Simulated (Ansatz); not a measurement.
The same path of AlClH₅InOSi (10 atoms, charge 0, multiplicity 1) was run twice with different band settings. Lost on the way: Cl3–Al5. The coordinate that changes most is the dihedral Cl3–In2–Si4–H7.

These are results of RKS PBE/def2-SVP in Ansatz 0.2.0, not measurements.

Relaxed end points:

```xyz
10
Properties=species:S:1:pos:R:3
O -2.649 1.529 1.539
In -1.352 0.338 0.562
Cl 0.736 1.950 0.497
Si 0.109 -1.409 -0.671
Al 2.020 0.246 -0.503
H -3.504 1.068 1.663
H -0.068 -2.648 0.181
H -0.708 -1.665 -1.919
H 2.433 0.782 -1.954
H 3.066 -0.243 0.607
```

```xyz
10
Properties=species:S:1:pos:R:3
O -0.872 2.695 1.051
In -1.433 0.775 0.730
Cl -3.645 0.572 1.581
Si -0.234 -1.263 -0.347
Al 2.105 -0.742 -0.840
H 0.025 2.861 0.699
H -0.465 -2.371 0.649
H -1.088 -1.538 -1.561
H 2.448 0.051 -2.188
H 3.243 -1.091 0.229
```

Common settings: movable images 5; climbing image yes; spring 5.0 eV/Å²; optimiser quadratic models (default); start path IDPP; force threshold 0.05 eV/Å; end points relaxed.

| run | iteration limit |
| --- | --- |
| 1 | 60 |
| 2 | 10 |

Question: What does each run give, and how far can it be trusted?

Answer: Run 1: converged after 7 iterations, highest image 0.857 eV above the first end. The highest image is an end point: on this band no image between the ends rises above it.
Run 2: converged after 7 iterations, highest image 0.857 eV above the first end. The highest image is an end point: on this band no image between the ends rises above it.
The orbitals stay closed-shell, which can raise the energy where a bond breaks towards radicals; this wasn't checked here.
